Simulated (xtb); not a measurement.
C₂H₆BFO₂, SMILES COB(O)CF. All values are semi-empirical tight-binding results from xtb (GFN2-xTB unless named), good for trends rather than for accurate numbers. The structure is a stationary point at GFN2-xTB. The structure was generated by enumeration, and PubChem lists no compound with its InChIKey, so it may never have been made. One conformer was computed; it need not be the lowest.

| Quantity | Value |
|---|---|
| orbital gap | 7.00 eV |
| dipole moment | 1.62 D |
| zero-point energy | 55.4 kcal/mol |
| G − E(el) at 298.15 K (modified RRHO) | 35.3 kcal/mol |
| static polarisability (D4 model) | 50.0 bohr³ |
| solvation energy, GFN2-xTB/ALPB(water) | -5.6 kcal/mol |
| solvation energy, GFN2-xTB/ALPB(ether) | -6.9 kcal/mol |

Computed IR lines (harmonic; lines under 4 % of the strongest left out, lines within 3 cm⁻¹ merged):
ν (cm⁻¹): 441 (w), 588 (m), 821 (m), 939 (s), 1011 (w), 1052 (w), 1183 (w), 1216 (vs), 1271 (m), 1335 (vs), 1409 (m), 2961 (w), 2966 (w), 2976 (w), 2981 (w), 3611 (w) (against the strongest line: vs over 80 %, s over 45 %, m over 15 %, w over 4 %, vw less)
